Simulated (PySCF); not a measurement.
## How methods differ on the excitation energy of Cl⁺

Cl⁺ [Ne] 3s2 3p4 (3P) → Cl⁺ [Ne] 3s1 3p4 3d1 (high-spin determinant), as a difference of total energies. All numbers are calculated (PySCF 2.14, no relativity, point nucleus, in dyall-av2z (13s9p2d, 50 functions)). Correlated levels: valence: [Ne] frozen; virtual orbitals above 40 to 60 times the deepest correlated orbital energy dropped. The calculations carry no spin-orbit coupling.

```csv
method,excitation energy (cm⁻¹)
UHF,215560
MP2 (valence),220170
SCS-MP2 (valence),220130
CCSD (valence),214300
CCSD(T) (valence),213070
CCSDT (valence),211770
```

The upper state lies above the first ionisation limit, where it may autoionise and the basis confines it.

The promoted electron is Rydberg-like, and one or two diffuse shells describe it only roughly, which tends to raise the upper state.

The coupled-cluster amplitudes are large for the upper state (T1 above 0.03 or a double amplitude above 0.15), so a single reference is strained.

The determinant of the upper state mixes LS terms, which raises its energy above the lowest term, most at the Hartree-Fock and MP2 levels.
